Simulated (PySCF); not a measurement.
H₇InSi₂. Atoms are numbered in the order given.

```xyz
10

In    -0.4028    -0.2911     0.0071
H     -1.8220    -1.3263     0.0121
Si     1.7888    -1.1866     1.0965
H      1.5282    -1.7595     2.4677
H      2.8546    -0.1302     1.2322
H      2.3577    -2.2997     0.2491
Si    -0.5906     2.0542    -1.1141
H     -1.6603     2.8763    -0.4369
H     -0.9865     1.9169    -2.5642
H      0.6930     2.8414    -1.0622
```

The structure is a stationary point at PBE-D3(BJ)/def2-SVP. The structure was generated by enumeration; whether it is a known compound was not checked. The def2 effective core potentials stand for the cores of In; spin–orbit coupling is left out.

The numbers are results of PySCF with CAM-B3LYP/def2-TZVP, not measurements.

ESP charges are fitted to the potential on shells at 1.4 to 2.0 van der Waals radii. Atomic charges (e):

| atom | ESP fit | Löwdin |
|---|---|---|
| In1 | 0.60 | 0.09 |
| H2 | -0.25 | -0.08 |
| Si3 | -0.11 | 0.08 |
| H4 | -0.02 | -0.03 |
| H5 | -0.03 | -0.03 |
| H6 | -0.02 | -0.03 |
| Si7 | -0.08 | 0.08 |
| H8 | -0.03 | -0.03 |
| H9 | -0.03 | -0.03 |
| H10 | -0.04 | -0.03 |
